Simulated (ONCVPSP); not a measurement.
**Varying the ONCV potential for neon**

Base potential:

```
Element                 : neon
Generator               : ONCVPSP 4.0.1
Type                    : optimised norm-conserving Vanderbilt (ONCV)
Functional              : PBE
Relativity              : scalar-relativistic
Frozen core             : [He]
Valence charge          : 8
Reference configuration : 2s2 2p6
Partial waves           : 2s: rc 0.65 bohr, ncon 4, nbas 8, qcut 13 1/bohr, 2 projectors, debl 3.6 Ha; 2p: rc 1.60 bohr, ncon 3, nbas 8, qcut 7.5 1/bohr, 1 projector
Local potential         : polynomial inside 0.45 bohr (lpopt 5, dvloc0 3 Ha)
Core correction         : Teter function, fcfact 3, rcfact 1.3
```

All-electron outer shells of the reference configuration (PBE, scalar-relativistic, ld1.x):

```
shell  level (eV)  outermost node (bohr)  outermost maximum (bohr)
   1s     -830.80                      –                      0.10
   2s      -36.40                   0.22                      0.68
   2p      -13.33                      –                      0.62
```

Cutoffs, loose and tight: the cutoffs (Ha) at which the residual kinetic energy of the hardest occupied pseudo-wave falls to 1 and 0.1 mHa per electron. They do not see the model core or the augmentation charge, which bear on the density cutoff. Test errors are all-electron minus pseudo excitation energies from the reference, over the configurations 2s2 2p5; 2s2 2p4; 2s2 2p3; 2s1 2p6. A dash means not determined; rows that change the core or the reference have their own tests.

| change | outcome | cutoff, loose | cutoff, tight | bound ghosts | GHOST(+) flags above zero | largest test error (meV) |
| --- | --- | --- | --- | --- | --- | --- |
| base | generated | 71 Ha | 113 Ha | none | none | +3293 |
| p: rc 1.14 | generated | 124 Ha | 238 Ha | none | none | +1216 |
| p: rc 1.38 | generated | 71 Ha | 113 Ha | none | none | +2210 |
| p: rc 1.56 | generated | 71 Ha | 113 Ha | none | none | +3048 |
| p: rc 1.68 | generated | 71 Ha | 113 Ha | none | none | +3701 |
| p: rc 1.88 | generated | 71 Ha | 113 Ha | none | none | +4816 |
| p: rc 1.98 | generated | 71 Ha | 113 Ha | none | none | +5333 |
| p: rc 2.18 | generated | 71 Ha | 113 Ha | none | none | +6422 |
| p: rc 2.36 | generated | 71 Ha | 113 Ha | none | none | +7483 |

What comes out with this change to the base: p: rc 1.28?

outcome: generated; cutoff, loose: 71 Ha; cutoff, tight: 143 Ha; bound ghosts: none; GHOST(+) flags above zero: none; largest test error (meV): +1769.

Reading the sweep of the p radius (base included, trends over the rows without a ghost): The loose cutoff falls from 124 Ha at 1.14 to 71 Ha at 2.36 bohr. A larger radius leaves more room for a smooth pseudo-wave, so fewer plane waves are needed; a smaller one forces it to follow the all-electron wave where it bends sharply. The median size of the test errors (rows with all tests solved) rises from 199.6 meV at 1.14 to 1442.2 meV at 2.36 bohr. More of the atom is replaced by a form fitted at one configuration, so other configurations suffer as the radius grows.
